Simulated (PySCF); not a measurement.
Species: `C#C[C@@H]1[SiH2]CCO[C@H]1C#N`. The columns A, B, C and D hold Mulliken, IAO, Hirshfeld and ESP-fitted charges (e) of one PBE0/pcSseg-1 density (PySCF), in a shuffled order. Coordinates in Å (GFN2-xTB); the density's dipole moment is (1.14, -2.52, -0.96) D.

```
atom       x       y       z       A       B       C       D
  C1   2.799  -0.198  -1.463  -0.248  -0.401  -0.397  -0.115
  C2   2.040   0.154  -0.606  -0.034  -0.061  +0.329  -0.044
  C3   1.076   0.565   0.387  -0.404  -0.026  -0.508  -0.101
 Si4   0.305  -0.970   1.250  +0.765  +0.402  +0.685  +0.349
  C5  -0.967  -1.537  -0.042  -0.559  -0.272  -0.531  -0.166
  C6  -1.710  -0.319  -0.593  -0.053  +0.143  +0.040  +0.004
  O7  -0.858   0.641  -1.183  -0.378  -0.355  -0.478  -0.128
  C8  -0.048   1.384  -0.299  +0.061  +0.027  +0.101  +0.069
  C9  -0.818   2.063   0.731  +0.111  +0.306  +0.097  +0.084
 N10  -1.413   2.579   1.561  -0.225  -0.429  -0.230  -0.205
 H11   3.484  -0.496  -2.198  +0.203  +0.300  +0.041  +0.093
 H12   1.573   1.219   1.110  +0.180  +0.095  +0.187  +0.058
 H13  -0.361  -0.525   2.479  -0.111  -0.090  -0.032  -0.072
 H14   1.344  -1.967   1.497  -0.103  -0.093  -0.051  -0.068
 H15  -0.468  -2.042  -0.870  +0.159  +0.110  +0.159  +0.042
 H16  -1.696  -2.231   0.373  +0.157  +0.075  +0.149  +0.049
 H17  -2.313   0.145   0.202  +0.125  +0.053  +0.127  +0.032
 H18  -2.381  -0.612  -1.406  +0.161  +0.063  +0.134  +0.052
 H19   0.404   2.157  -0.939  +0.194  +0.153  +0.179  +0.066
```

Question: Which column most likely holds the ESP-fitted charges?

Answer: B. Σ q r misses the density's dipole by 0.02 D (B), 1.07 D (D), 2.23 D (A), 5.35 D (C). Charges fitted to the outside potential are the only set here that is tied to the molecule's multipoles.

Question: And the Hirshfeld charges?

Answer: D. The mean sizes are 0.095 e (D), 0.182 e (B), 0.223 e (A), 0.234 e (C), and Hirshfeld charges are commonly the smallest of these schemes.

As computed, A = IAO, B = ESP-fitted, C = Mulliken, D = Hirshfeld. Hydrogens on carbon: IAO +0.13 to +0.20, ESP-fitted +0.05 to +0.30, Mulliken +0.04 to +0.19, Hirshfeld +0.03 to +0.09 e.

The Hirshfeld scheme weights the molecular density at each point by an atom's share of the summed free-atom densities. The IAO scheme counts the electrons in orthogonalised intrinsic atomic orbitals, a minimal basis polarised so that it spans the occupied orbitals exactly.

One conformer (not necessarily the lowest) at the GFN2-xTB geometry, without solvent, vibrations or thermal averaging.
